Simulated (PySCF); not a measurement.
Method: PBE-D3(BJ)/def2-TZVP // B3LYP-D3(BJ)/def2-TZVP (PySCF 2.14.0). Gas-phase values, no solvent. One relaxed conformer stands for a flexible species; it need not be the lowest. Excitations are Tamm–Dancoff values on a coarser integration grid. The basis has no diffuse functions, so Rydberg states are missing or too high.

Reference species (SMILES): `[H]/N=C(/C)N` (neutral, multiplicity 1).

| Item | Value |
|---|---|
| S1 excitation (TDA) | 5.68 eV |
| S1–T1 gap (TDA) | 0.78 eV |

Changed species: `C1NCN1`.

Give the shifts of the S1 excitation (TDA) and S1–T1 gap (TDA).

the S1 excitation (TDA) falls by 0.61 eV, to 5.07 eV; the S1–T1 gap (TDA) falls by 0.56 eV, to 0.22 eV.
